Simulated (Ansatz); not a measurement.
Ansatz (a quantum-chemistry and plane-wave program) input (CCSD(T)/aug-cc-pVDZ):

Ansatz 0.2 input:
```yaml
crystal:
  periodic: [false, false, false]
  atoms:
    - {symbol: C, position_ang: [-0.00000000, -0.00000000, -1.56301822]}
    - {symbol: Br, position_ang: [0.00000000, 0.00000000, 0.26794598]}
basis:
  gaussian:
    orbitals: aug-cc-pVDZ
magnetization: {spin_polarized: true, initial_magnetization: 1}
correlation: {method: ccsd_t, electrons: outside_noble_gas}
output: {forces: true}
```

End of the output:

```
determinant -71024.89229968 eV, -2610.1166496123 hartree, with singles and doubles -71031.37760786 eV, -2610.3549802919 hartree
determinant -71021.97155419 eV, -2610.0093141953 hartree, with singles and doubles -71028.33480189 eV, -2610.2431592348 hartree
determinant -71021.82949821 eV, -2610.0040937341 hartree, with singles and doubles -71028.21688102 eV, -2610.2388257230 hartree
15 core orbitals not correlated
reference -71024.89229968 eV, -2610.1166496123 hartree; 6, 5 occupied and 38, 39 virtual orbitals, 633 factors
densities: 0.18 GiB planned
second order -5.69232272 eV of doubles, -0.00000000 eV of singles
coupled cluster: 0.15 GiB planned
cycle   1  -6.48226653 eV  change   -1.6e-1 eV  update   1.8e-2
cycle   2  -6.49409923 eV  change   -1.2e-2 eV  update   6.1e-3
cycle   3  -6.49625246 eV  change   -2.2e-3 eV  update   2.8e-3
cycle   4  -6.49813810 eV  change   -1.9e-3 eV  update   1.0e-3
cycle   5  -6.49833782 eV  change   -2.0e-4 eV  update   4.1e-4
cycle   6  -6.49867211 eV  change   -3.3e-4 eV  update   1.5e-4
cycle   7  -6.49868342 eV  change   -1.1e-5 eV  update   7.6e-5
cycle   8  -6.49870660 eV  change   -2.3e-5 eV  update   2.5e-5
cycle   9  -6.49870807 eV  change   -1.5e-6 eV  update   9.7e-6
cycle  10  -6.49871045 eV  change   -2.4e-6 eV  update   3.4e-6
cycle  11  -6.49871106 eV  change   -6.1e-7 eV  update   1.6e-6
cycle  12  -6.49871112 eV  change   -5.7e-8 eV  update   7.7e-7
cycle  13  -6.49871105 eV  change    7.2e-8 eV  update   3.2e-7
cycle  14  -6.49871107 eV  change   -1.9e-8 eV  update   1.4e-7
cycle  15  -6.49871104 eV  change    3.3e-8 eV  update   6.8e-8
cycle  16  -6.49871106 eV  change   -2.8e-8 eV  update   3.7e-8
perturbative correction -0.27748921 eV, -0.0101975405 hartree
the calculation of the forces begins
Total energy: -71031.66849996 eV, -2610.3656703793 hartree
Atom 0 at    -0.000000    -0.000000    -1.563018 Å, force     0.000000    -0.000000    -0.450357 eV/Å
Atom 1 at     0.000000     0.000000     0.267946 Å, force     0.000000    -0.000000     0.450357 eV/Å
Dipole moment:     0.000000    -0.000000     0.302809 e Å
```
